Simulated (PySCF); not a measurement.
VF2, SMILES [F][V][F] (connectivity only; charge and spin as stated), neutral, multiplicity 4.

Geometry: B3LYP-D3(BJ)/def2-TZVP. The spin state was assumed, not searched.

Computed with TDA-B3LYP/def2-TZVPD in PySCF.

Vertical excitations. Gas-phase values at a fixed geometry.

```tsv
state	energy (eV)	λ (nm)	f	main pairs
root 1	0.73	1707	0.000	α HOMO→LUMO 90 %
root 2	0.73	1706	0.000	α HOMO→LUMO+1 90 %
root 3	0.84	1474	0.000	α HOMO−2→LUMO 50 %, α HOMO−1→LUMO+1 50 %
root 4	0.84	1474	0.000	α HOMO−2→LUMO+1 50 %, α HOMO−1→LUMO 50 %
root 5	1.63	760	0.000	α HOMO−2→LUMO+1 45 %, α HOMO−1→LUMO 45 %, α HOMO→LUMO 9 %
root 6	1.63	760	0.000	α HOMO−2→LUMO 45 %, α HOMO−1→LUMO+1 45 %, α HOMO→LUMO+1 9 %
root 7	5.03	247	0.147	α HOMO→LUMO+2 96 %
root 8	5.03	246	0.157	α HOMO→LUMO+3 97 %
root 9	5.07	245	0.010	α HOMO→LUMO+4 93 %
root 10	5.15	241	0.000	α HOMO−2→LUMO+4 91 %
```
Unrestricted roots are not spin-pure.
